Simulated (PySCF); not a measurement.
Isomers of C6H6F3P, one conformer each; single-point electronic energies without zero-point terms and without any empirical dispersion term.

Level: PBE0/pcSseg-1 in PySCF, non-relativistic, each on one gas-phase PBE0-D3(BJ)/def2-SVP geometry that isn't relaxed in the solvent. The solvent is an IEF-PCM continuum (cavity from Bondi-type radii × 1.2). Specific hydrogen bonds and non-electrostatic terms are outside this model.

| isomer | relative energy, gas (kcal/mol) | dipole (D) |
| --- | --- | --- |
| `CC1=C(C)P1C(F)=C(F)F` | 0.0 | 2.64 |
| `C#CCP(C=C)C(F)(F)F` | 0.8 | 1.77 |

Question: How do the relative energies look in chloroform (ε = 4.711)?

Answer: 
| isomer | relative energy, solvent (kcal/mol) | E(solvent) − E(gas) (kcal/mol) | dipole in solvent (D) |
| --- | --- | --- | --- |
| `CC1=C(C)P1C(F)=C(F)F` | 0.5 | -2.3 | 3.17 |
| `C#CCP(C=C)C(F)(F)F` | 0.0 | -3.5 | 1.97 |

`C#CCP(C=C)C(F)(F)F` becomes the lowest. Conformers: `[CH3:1][C:2]1=[C:3]([CH3:4])[P:5]1[C:6]([F:7])=[C:8]([F:9])[F:10]` with C3–P5–C6–F7 -20°; `[CH:1]#[C:2][CH2:3][P:4]([CH:5]=[CH2:6])[C:7]([F:8])([F:9])[F:10]` with C2–C3–P4–C5 -68°, C3–P4–C5–C6 -146°. `C#CCP(C=C)C(F)(F)F` gains most from the continuum, while `CC1=C(C)P1C(F)=C(F)F` has the largest gas-phase dipole. The gains span 1.2 kcal/mol, the gas-phase energies 0.8 kcal/mol.
